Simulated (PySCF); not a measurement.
Basis and Hamiltonian dependence of the excitation energy of Mn²⁺

Mn²⁺ [Ar] 3d5 (6S) → Mn²⁺ [Ar] 3d4 4p1 (high-spin determinant). Calculated with PySCF 2.14 from differences of total energies of unrestricted determinants, without spin-orbit coupling. Values in eV.

```csv
basis,Hamiltonian,functions,UHF,LDA,PBE0,MP2 (valence),CCSD(T) (valence),CCSD(T) (valence and next inner shell)
aug-cc-pVDZ-DK,spin-free X2C,59,13.128,13.722,13.562,13.704,13.710,n/a
aug-cc-pVDZ,non-relativistic,59,13.416,14.019,13.853,13.992,14.002,n/a
ANO-RCC-VTZP,spin-free X2C,59,13.101,13.573,13.456,13.713,13.702,13.725
x2c-TZVPPall,spin-free X2C,64,12.992,13.540,13.381,13.581,13.573,13.626
def2-TZVPPD,non-relativistic,67,13.262,13.797,13.641,13.850,13.844,13.889
"x2c-TZVPPall with one added diffuse shell each of s, p, d, f type",spin-free X2C,80,12.990,13.535,13.375,13.576,13.565,13.615
aug-cc-pVTZ-DK,spin-free X2C,93,12.997,13.563,13.390,13.584,13.570,n/a
x2c-QZVPPall,spin-free X2C,103,13.004,13.597,13.419,13.619,n/a,n/a
"aug-cc-pVTZ with one added diffuse shell each of s, p, d, f, g type",non-relativistic,118,13.269,13.820,13.650,13.858,n/a,n/a
aug-cc-pwCVTZ,non-relativistic,127,13.262,13.829,13.654,13.880,n/a,n/a
aug-cc-pwCVTZ-DK,spin-free X2C,127,12.990,13.572,13.394,13.607,n/a,n/a
"x2c-QZVPPall with one added diffuse shell each of s, p, d, f, g type",spin-free X2C,128,13.004,13.597,13.418,13.618,n/a,n/a
aug-cc-pVQZ,non-relativistic,140,13.263,13.833,13.651,13.886,n/a,n/a
"aug-cc-pwCVTZ-DK with one added diffuse shell each of s, p, d, f, g type",spin-free X2C,152,12.990,13.571,13.393,13.606,n/a,n/a
```

Frozen in the all-electron rows: valence: [Ar]; valence and next inner shell: [Ne].

One determinant mixes LS terms of the configuration, so the numbers do not refer to single terms. Non-relativistic rows lack the scalar-relativistic shift.
